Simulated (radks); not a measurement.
Dispersion coefficients C6 (hartree bohr^6) between ground-configuration atoms and ions, from the Casimir-Polder integral (3/pi) of alpha_A(iw) alpha_B(iw). Calculated with a radial shooting solver on a logarithmic mesh with Libxc functionals: scalar-relativistic Kohn-Sham, LDA (Slater exchange, Perdew-Wang correlation), spin-unpolarised, spherical densities, finite nucleus; Fermi nuclear charge, rms radius of each element as measured or else 0.836 A^(1/3) + 0.57 fm. Response by self-consistent Sternheimer equations with the Hartree and adiabatic LDA kernel, the relativistic mass of each level held fixed and spin-orbit coupling left out. For heavy and open-shell atoms this level of theory can miss by tens of per cent.

\begin{tabular}{lrrrr}
C6 & Mn & Tc3+ & P & Si2+ \\ \hline
Mn & 556.6 &  &  &  \\
Tc3+ & 93.38 & 26.14 &  &  \\
P & 351.2 & 67.02 & 232.6 &  \\
Si2+ & 139.0 & 27.89 & 93.40 & 37.71 \\
\end{tabular}

Static polarisabilities (bohr^3): Mn ([Ar] 3d5 4s2) 60.48, Tc3+ ([Kr] 4d4) 5.710, P ([Ne] 3s2 3p3) 30.61, Si2+ ([Ne] 3s2) 11.21. The combination rule 2 Ca Cb / ((alpha_b/alpha_a) Ca + (alpha_a/alpha_b) Cb) gives 136.9 for Si2+-Mn, against 139.0 from the integral.
